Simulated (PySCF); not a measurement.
Exercise with solution: oscillator strength and radiative lifetime

C5H6O2, SMILES C#C[C@@H]1[C@H](O)[C@@H]1O.

The structure is a stationary point at PBE0-D3(BJ)/def2-SVP. The structure was generated by enumeration; whether it is a known compound was not checked. Other conformers were not sampled.

TDDFT-LC-ωPBE/def2-SVPD (PySCF 2.14.0) puts the first singlet state with f over 0.02 at 6.65 eV (vertical), with the transition dipole (-0.332, 0.233, 0.070) in atomic units.

**Question.** Find the oscillator strength, the wavelength and the radiative lifetime that this transition would have in vacuum if emission retraced absorption.

**Answer.** 
|μ|² = 0.1694 au, so |μ| = 1.05 D. ΔE = 6.65/27.211 = 0.2444 hartree. f = (2/3) ΔE |μ|² = 0.028 (the program prints 0.028).
λ = 1239.84/6.65 = 186 nm; ν = 53636 cm⁻¹.
Einstein's coefficient A = 0.6670 ν² f s⁻¹ (ν in cm⁻¹) = 5.3e7 s⁻¹, so τ = 1/A = 19 ns. This state is S2; the lower singlet has f = 0.001. The figure is the radiative limit of this one transition; relaxation, internal conversion, crossing to triplets and a medium change what is measured.
